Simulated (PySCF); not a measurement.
Ga(F)2(OMe) (CH₃F₂GaO), SMILES C[O][Ga]([F])[F]. Geometry optimised at PBE-D3(BJ)/def2-SVP. The structure was generated by enumeration; whether it is a known compound was not checked. Other conformers were not sampled.

Give the equilibrium geometry at PBE-D3(BJ)/def2-SVP (PySCF confirms it by a frequency run) as a Z-matrix. (An estimate is asked for; the answer gives what the named calculation found.)

One answer among several that fit: 
```
O
C 1 1.4259
H 2 1.1118 1 109.42
H 2 1.1119 3 107.99 1 119.12
H 2 1.1121 3 108.08 4 116.69
Ga 1 1.7772 2 121.05 3 -121.72
F 6 1.7499 1 120.78 2 -179.80
F 6 1.7603 7 118.38 1 179.95
```
